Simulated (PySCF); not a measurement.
Record of a relaxation.

Compound: (Cl2Al-mu-SeH)2.
Bonds: Al1–Cl2, Al1–Cl3, Al1–Se4, Al1–Se8, Se4–Al5, Al5–Cl6, Al5–Cl7, Al5–Se8. Hydrogens: H9 on Se4; H10 on Se8.

Method: PySCF, PBE0-D3(BJ)/def2-SVP geometry optimisation, gas phase; density fitting, grid level 1; the optimiser is geomeTRIC in internal coordinates, started from a GFN2-xTB structure with every atom displaced at random (about 0.03 Å). The frame can shift and turn from step to step; on so coarse a grid that alone can change the energy by a few meV, and forces under 0.02 eV/Å are noise.

Step 0: E = -193954.2217 eV, largest atomic force 3.837 eV/Å
```
atom  x, y, z in Å  |  force x, y, z in eV/Å
Al1     1.447   -0.303    0.973   -1.947   2.323  -2.352
Cl2     2.612    1.354    0.878    1.104   1.001   0.142
Cl3     1.379   -2.018    1.892    0.232  -3.175   1.850
Se4     1.027   -0.753   -1.523   -0.973  -0.095   0.709
Al5    -1.049    0.811   -1.089    2.162  -0.614   1.657
Cl6    -2.731   -0.183   -1.544   -1.632  -0.827  -0.607
Cl7    -0.287    2.646   -1.560    0.156   1.040  -0.471
Se8    -0.861    0.816    1.495    0.139  -0.668  -0.597
H9      0.208   -1.989   -1.253    0.416   0.524  -0.153
H10    -1.621   -0.457    1.736    0.344   0.492  -0.177
```

Step 1: E = -193954.8450 eV, largest atomic force 1.678 eV/Å
```
atom  x, y, z in Å  |  force x, y, z in eV/Å
Al1     1.404   -0.280    0.931   -1.020   0.959  -0.925
Cl2     2.662    1.371    0.946    0.506   0.176   0.117
Cl3     1.382   -2.075    1.895    0.251  -1.105   0.684
Se4     0.959   -0.724   -1.495   -0.084   0.338   0.141
Al5    -1.023    0.779   -1.042    0.974  -0.247   0.723
Cl6    -2.748   -0.248   -1.519   -0.626  -0.240  -0.271
Cl7    -0.321    2.652   -1.611   -0.106   0.353  -0.251
Se8    -0.820    0.817    1.454    0.238   0.125  -0.234
H9      0.181   -1.935   -1.224   -0.058  -0.188   0.030
H10    -1.552   -0.433    1.671   -0.076  -0.171  -0.016
```

Step 2: E = -193955.0021 eV, largest atomic force 0.289 eV/Å
```
atom  x, y, z in Å  |  force x, y, z in eV/Å
Al1     1.363   -0.258    0.911   -0.165   0.218  -0.092
Cl2     2.758    1.315    0.990    0.056  -0.187   0.037
Cl3     1.405   -2.113    1.890    0.138  -0.082   0.101
Se4     0.932   -0.671   -1.478    0.079  -0.179  -0.124
Al5    -1.008    0.765   -1.003    0.070   0.052  -0.028
Cl6    -2.755   -0.298   -1.496   -0.064   0.062  -0.034
Cl7    -0.433    2.671   -1.680   -0.122  -0.033  -0.026
Se8    -0.793    0.847    1.437   -0.105   0.003   0.218
H9      0.181   -1.915   -1.207    0.064   0.074  -0.030
H10    -1.525   -0.420    1.641    0.051   0.071  -0.022
```

Step 3: E = -193955.0255 eV, largest atomic force 0.163 eV/Å
```
atom  x, y, z in Å  |  force x, y, z in eV/Å
Al1     1.353   -0.265    0.911   -0.035   0.026   0.003
Cl2     2.813    1.249    0.990   -0.043  -0.155   0.026
Cl3     1.425   -2.132    1.897    0.062   0.124  -0.027
Se4     0.938   -0.663   -1.491    0.050   0.022  -0.026
Al5    -1.016    0.771   -0.996   -0.013   0.011  -0.083
Cl6    -2.777   -0.286   -1.487    0.071   0.093   0.033
Cl7    -0.500    2.686   -1.700   -0.070  -0.077   0.017
Se8    -0.789    0.867    1.455    0.025   0.042   0.061
H9      0.200   -1.909   -1.231   -0.034  -0.050  -0.011
H10    -1.522   -0.394    1.656   -0.013  -0.036   0.007
```

Step 4: E = -193955.0335 eV, largest atomic force 0.149 eV/Å
```
atom  x, y, z in Å  |  force x, y, z in eV/Å
Al1     1.349   -0.271    0.902    0.002  -0.085   0.052
Cl2     2.846    1.200    1.000   -0.027  -0.056  -0.008
Cl3     1.440   -2.135    1.896    0.020   0.135  -0.059
Se4     0.932   -0.662   -1.504   -0.003   0.014   0.025
Al5    -1.019    0.778   -0.993   -0.041  -0.011  -0.050
Cl6    -2.793   -0.264   -1.465    0.077   0.057   0.039
Cl7    -0.538    2.694   -1.710   -0.021  -0.040   0.012
Se8    -0.774    0.878    1.465    0.009  -0.005  -0.008
H9      0.192   -1.912   -1.254   -0.016  -0.002  -0.009
H10    -1.511   -0.383    1.666    0.000  -0.006   0.006
```

Step 5: E = -193955.0348 eV, largest atomic force 0.090 eV/Å
```
atom  x, y, z in Å  |  force x, y, z in eV/Å
Al1     1.348   -0.275    0.898    0.000  -0.084   0.034
Cl2     2.858    1.178    0.981    0.003   0.009  -0.001
Cl3     1.455   -2.131    1.897    0.007   0.077  -0.034
Se4     0.925   -0.663   -1.508   -0.010   0.008   0.019
Al5    -1.020    0.780   -0.989   -0.015  -0.009  -0.017
Cl6    -2.799   -0.251   -1.448    0.026   0.012   0.020
Cl7    -0.551    2.696   -1.710    0.000   0.000  -0.002
Se8    -0.767    0.880    1.471    0.006  -0.009  -0.014
H9      0.180   -1.910   -1.263   -0.019  -0.004  -0.007
H10    -1.505   -0.380    1.674    0.002   0.000   0.003
```

Step 6: E = -193955.0351 eV, largest atomic force 0.046 eV/Å
```
atom  x, y, z in Å  |  force x, y, z in eV/Å
Al1     1.352   -0.277    0.893   -0.014  -0.043   0.009
Cl2     2.862    1.175    0.971    0.015   0.027  -0.010
Cl3     1.472   -2.123    1.898    0.008   0.010  -0.002
Se4     0.915   -0.669   -1.511   -0.002  -0.005   0.008
Al5    -1.022    0.781   -0.988    0.010   0.006   0.012
Cl6    -2.804   -0.244   -1.432   -0.016  -0.017   0.000
Cl7    -0.555    2.695   -1.711    0.006   0.016  -0.008
Se8    -0.760    0.878    1.472    0.001  -0.001  -0.009
H9      0.161   -1.912   -1.267   -0.008   0.006  -0.001
H10    -1.497   -0.381    1.679    0.000   0.001   0.000
```

Step 7: E = -193955.0346 eV, largest atomic force 0.041 eV/Å
```
atom  x, y, z in Å  |  force x, y, z in eV/Å
Al1     1.356   -0.278    0.891   -0.011  -0.001  -0.016
Cl2     2.862    1.179    0.947    0.009   0.024  -0.001
Cl3     1.493   -2.116    1.903    0.009  -0.023   0.018
Se4     0.907   -0.675   -1.511    0.000  -0.018  -0.003
Al5    -1.024    0.781   -0.985    0.023   0.017   0.016
Cl6    -2.809   -0.241   -1.421   -0.032  -0.025  -0.009
Cl7    -0.557    2.694   -1.710    0.003   0.013  -0.006
Se8    -0.756    0.876    1.474    0.000  -0.001   0.005
H9      0.145   -1.913   -1.266   -0.003   0.008   0.001
H10    -1.492   -0.384    1.683    0.002   0.006  -0.004
```

Step 8: E = -193955.0349 eV, largest atomic force 0.027 eV/Å
```
atom  x, y, z in Å  |  force x, y, z in eV/Å
Al1     1.354   -0.277    0.892   -0.010  -0.015  -0.005
Cl2     2.861    1.179    0.958    0.007   0.019  -0.004
Cl3     1.483   -2.119    1.901    0.009  -0.007   0.009
Se4     0.911   -0.672   -1.510    0.001  -0.013   0.001
Al5    -1.023    0.780   -0.987    0.015   0.013   0.010
Cl6    -2.806   -0.244   -1.427   -0.020  -0.017  -0.003
Cl7    -0.556    2.694   -1.711    0.002   0.010  -0.006
Se8    -0.758    0.877    1.472    0.001  -0.002   0.002
H9      0.154   -1.912   -1.266   -0.006   0.006  -0.001
H10    -1.495   -0.382    1.681    0.001   0.004  -0.003
```

Step 9: E = -193955.0349 eV, largest atomic force under 0.02 eV/Å
```
atom  x, y, z in Å  |  force x, y, z in eV/Å
Al1     1.355   -0.277    0.892   -0.003  -0.003  -0.007
Cl2     2.861    1.182    0.954   -0.002   0.008  -0.004
Cl3     1.488   -2.118    1.903    0.009  -0.005   0.008
Se4     0.909   -0.673   -1.510    0.004  -0.012   0.000
Al5    -1.024    0.780   -0.986    0.009   0.015   0.004
Cl6    -2.807   -0.246   -1.425   -0.010  -0.010  -0.001
Cl7    -0.557    2.694   -1.711   -0.001   0.001  -0.002
Se8    -0.757    0.877    1.472    0.002  -0.001   0.005
H9      0.150   -1.913   -1.265   -0.007   0.004   0.000
H10    -1.494   -0.382    1.682    0.000   0.003  -0.003
```

**Question.** Summarise the path.

**Answer.** The energy falls by 0.8131 eV from step 0 to step 9; nine tenths of that is first reached at step 2. It rises by more than 0.2 meV at step 7. The largest force goes from 3.837 to under 0.02 eV/Å. Among the bonds Se4–Al5 changes most, from 2.636 to 2.474 Å; the atoms move by 0.166 Å rms after alignment.

**Question.** Follow the three bonds and two angles with the largest change from start to end.

**Answer.** 
```tsv
step	E above end (eV)	largest force (eV/Å)	Se4–Al5 (Å)	Al1–Cl3 (Å)	Al1–Se8 (Å)	Cl2–Al1–Cl3 (°)	Cl6–Al5–Cl7 (°)
0	0.8131	3.837	2.636	1.947	2.617	139.6	134.9
1	0.1898	1.678	2.529	2.038	2.534	134.7	131.8
2	0.0328	0.289	2.461	2.098	2.479	129.1	127.6
3	0.0093	0.163	2.474	2.112	2.483	126.5	125.6
4	0.0014	0.149	2.478	2.114	2.479	124.4	124.4
5	0.0001	0.090	2.477	2.110	2.477	123.6	124.1
6	-0.0002	0.046	2.475	2.106	2.476	123.3	124.0
7	0.0003	0.041	2.474	2.103	2.475	123.2	124.1
8	0.0000	0.027	2.474	2.104	2.476	123.3	124.1
9	0.0000	under 0.02	2.474	2.104	2.476	123.3	124.1
```

The cost below is that of the whole optimisation. The run took 5.6 min on Arm Neoverse V1, one thread, shared host with 32 logical CPUs at a one-minute load of 26, and the process peaked at 1.1 GiB of memory.
